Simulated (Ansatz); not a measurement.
Conformers of `OB(O)[Te]C(F)(F)F`, each relaxed with PBE0-D4/def2-TZVP in Ansatz. CBS adds the triple-zeta coupled-cluster correction to the MP2 limit.

Elements past krypton have def2 core potentials. Outer-core shells of Te are correlated without core-valence functions. Spin–orbit coupling is left out.

Not all of them had a frequency check.

Conformer A:

Z-matrix (Å, degrees):
```
C
F 1 1.339
Te 1 2.175 2 108.2
F 1 1.332 2 107.5 3 122.3
F 1 1.332 2 107.5 3 -122.3
B 3 2.182 1 95.2 2 179.9
O 6 1.353 3 118.7 1 0.0
O 6 1.358 3 114.0 1 -180.0
H 7 0.961 6 116.4 3 180.0
H 8 0.961 6 116.1 3 -180.0
```

Conformer B:

Cartesian coordinates in Å:
```
O -1.271 1.063 -0.088
B -1.246 -0.114 0.574
O -2.358 -0.612 1.162
Te 0.524 -1.386 0.843
C 1.757 -0.273 -0.555
F 3.042 -0.558 -0.362
F 1.470 -0.541 -1.830
F 1.619 1.065 -0.411
H -0.421 1.379 -0.406
H -3.116 -0.024 1.073
```

Which is lowest in electronic energy at CCSD(T)/CBS (frozen core, def2 sets), and by how much? (An estimate is asked.)

Ansatz gave: B; A lies 20.0 kJ/mol higher.

Give the energies relative to B (kJ/mol) with PBE-D4/def2-TZVPP, r2SCAN-D4/def2-TZVPP, B2PLYP/def2-TZVPP, PBE/def2-TZVPP, HF/def2-TZVPP, HF/CBS(def2), CCSD/CBS(def2). (Estimate.)

The calculation gave: 
| level | A |
| --- | --- |
| PBE-D4/def2-TZVPP | 20.9 |
| r2SCAN-D4/def2-TZVPP | 21.4 |
| B2PLYP/def2-TZVPP | 20.3 |
| PBE/def2-TZVPP | 20.6 |
| HF/def2-TZVPP | 16.6 |
| HF/CBS(def2) | 16.2 |
| CCSD/CBS(def2) | 19.2 |
